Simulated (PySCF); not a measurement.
FH₆NOSi₂, SMILES N[SiH2]O[SiH2]F.

Geometry optimised at PBE0-D3(BJ)/def2-SVP. The structure was generated by enumeration, and PubChem lists no compound with its InChIKey, so it may never have been made. Other conformers were not sampled.

Computed with PySCF with PBE0-D3(BJ)/def2-SVP.

Frequencies are harmonic and unscaled.

### Question
Give all harmonic wavenumbers and intensities. (The exact figures need the calculation; the answer reports its results.)

### Answer

```csv
mode,ν (cm⁻¹),IR (km/mol),Raman (Å⁴/amu),depolarisation,moving atoms (share of kinetic energy)
1,21,0.7,0.1,0.75,"N 25 %, F 24 %, H 23 %, Si 16 %, O 11 %"
2,38,0.5,0.2,0.75,"O 35 %, F 33 %, H 11 %, Si 11 %, N 10 %"
3,81,1.0,0.4,0.61,"O 44 %, H 29 %, Si 22 %"
4,227,17.4,3.8,0.67,"N 28 %, Si 25 %, F 24 %, H 22 %"
5,255,13.5,2.7,0.73,H 93 %
6,343,21.4,0.8,0.69,"O 40 %, H 23 %, F 20 %, Si 18 %"
7,403,245.3,1.6,0.10,"H 53 %, N 33 %"
8,553,26.5,1.7,0.70,"H 85 %, Si 13 %"
9,604,15.2,11.2,0.24,"Si 62 %, H 20 %, O 14 %"
10,709,128.5,4.8,0.54,"H 67 %, Si 21 %"
11,749,0.1,19.4,0.74,H 95 %
12,808,47.3,5.9,0.71,H 88 %
13,873,18.0,5.2,0.71,"H 32 %, N 32 %, Si 18 %, F 17 %"
14,879,32.7,10.9,0.63,"F 35 %, H 34 %, Si 18 %, N 12 %"
15,903,64.4,6.7,0.75,"H 77 %, N 16 %"
16,924,521.4,9.5,0.75,"H 87 %, Si 10 %"
17,942,227.7,10.3,0.46,"H 72 %, Si 20 %"
18,977,170.7,11.8,0.72,"H 85 %, Si 12 %"
19,992,55.4,10.7,0.67,"H 67 %, Si 25 %"
20,1111,549.7,1.5,0.48,"O 75 %, Si 20 %"
21,1545,51.0,6.0,0.73,"H 89 %, N 11 %"
22,2248,74.3,60.9,0.21,H 97 %
23,2267,181.7,135.6,0.19,H 97 %
24,2273,112.7,122.7,0.23,H 97 %
25,2293,126.9,138.8,0.19,H 97 %
26,3618,37.9,120.0,0.11,H 96 %
27,3718,43.2,69.7,0.75,"H 91 %, N 9 %"
```
